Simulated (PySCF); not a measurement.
C2H7BO4Si, SMILES COC(=O)[SiH2]B(O)O (GFN2-xTB optimised geometry):

```
15

C      2.764     1.500     0.003
O      2.093     0.240     0.000
C      0.768     0.240     0.000
O      0.104     1.263     0.000
Si    -0.028    -1.524    -0.012
B     -1.972    -1.136    -0.105
O     -2.856    -2.159    -0.165
O     -2.459     0.126    -0.111
H      2.779     1.910     1.015
H      3.776     1.314    -0.345
H      2.247     2.200    -0.657
H      0.639    -2.200    -1.134
H      0.522    -2.155     1.198
H     -3.776    -1.886    -0.208
H     -1.794     0.827    -0.070
```

Level of theory: B3LYP/def2-TZVP run with PySCF.

**Question.** What are the frontier orbital energies and the dipole moment?

**Answer.** HOMO-2 -8.83 eV, HOMO-1 -8.44 eV, HOMO -7.63 eV, LUMO -1.11 eV, LUMO+1 -0.12 eV; dipole moment 1.51 D.

Meta-Löwdin charges at B3LYP/def2-TZVP: C1 -0.13, O2 -0.32, C3 0.32, O4 -0.48, Si5 0.43, B6 0.27, O7 -0.51, O8 -0.52, H9 0.12, H10 0.13, H11 0.13, H12 -0.08, H13 -0.08, H14 0.35, H15 0.36.
